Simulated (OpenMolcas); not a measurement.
Xe³⁺: effect of correlating more closed shells

```yaml
Program: OpenMolcas 26.06
Basis: ANO-RCC-VTZP [7s6p4d2f1g]
Scalar_Hamiltonian: DKH2, point nucleus
Active_space: 3 electrons in 3 orbitals (5p)
State_averaging: 2S+1 = 4 odd, 1 root; 2S+1 = 2 odd, 8 roots
Spin-orbit_coupling: RASSI with atomic mean-field integrals over the reference wave functions, term energies averaged over their components
```

Methods on the same reference wave functions:
A. CASSCF
B. SS-CASPT2, IPEA 0.25 Eh, imaginary shift 0.1 Eh (closed shells correlated: 5s)
C. SS-CASPT2, IPEA 0.25 Eh, imaginary shift 0.1 Eh (closed shells correlated: 4d 5s)
D. SS-CASPT2, IPEA 0.25 Eh, imaginary shift 0.1 Eh (closed shells correlated: 4s 4p 4d 5s)

Energies in cm-1 above 5s2 5p3 4S* 3/2, the measured ground level; measured values from Saloman, J. Phys. Chem. Ref. Data 33, 765 (2004).

```json
{"Level": "5s2 5p3 4S* 3/2", "A": "0.0", "B": "0.0", "C": "0.0", "D": "0.0", "Measured": "0.0"}
{"Level": "5s2 5p3 2D* 3/2", "A": "17505", "B": "14260", "C": "14070", "D": "13850", "Measured": "13267"}
{"Level": "5s2 5p3 2D* 5/2", "A": "21226", "B": "18000", "C": "17820", "D": "17600", "Measured": "17511"}
{"Level": "5s2 5p3 2P* 1/2", "A": "33964", "B": "29440", "C": "29100", "D": "28710", "Measured": "28036"}
{"Level": "5s2 5p3 2P* 3/2", "A": "39675", "B": "35570", "C": "35280", "D": "34940", "Measured": "35650"}
```

Deviations, from unrounded energies. A percentage is the sum of absolute deviations over the sum of measured energies, with the sign that they share, or ± where signs differ.

```
                        Against measurement  Levels      A     B     C     D
             mean absolute deviation (cm-1)       4   4500   740   640   510
other terms of the ground configuration (%)       4  +19.0  ±3.1  ±2.7  ±2.2
```

D lies closest to measurement on these levels and A furthest from it. The largest miss of D in the table is 5s2 5p3 2P* 3/2, by -710 cm-1. The ranking rests on the paired levels alone, and a cruder setting can come out closer through cancelling errors.

Among B to D the level of the table that moves most is 5s2 5p3 2P* 1/2, by 730 cm-1 (lowest in D, highest in B). Moves below CASPT2's spread within the term are not significant.

From A to B the spin-free energies of the other terms of 5s2 5p3 shown, above 4S*, scale by factors of 0.81 to 0.85.

The lowest spin-free term lies below A's lowest term by 0.069 hartree in B, 0.535 hartree in C, 0.691 hartree in D.

What an inner shell adds also hangs on whether the basis holds functions to correlate it.

CASPT2 does not keep the components of a term degenerate, so their means are used; among the terms shown or strongly mixed into the levels shown the widest spread is 85 cm-1 (5s2 5p3 2P*, B). With the s shell closed, the reference lacks s² → p² mixing. Computed and measured levels are paired by configuration, term and J; levels that our copy of the source lacks, or whose pairing is in doubt (as where it misses far off the trend of its configuration), stay unpaired and out of the deviations. Only configurations of the active space appear.

* marks odd parity.
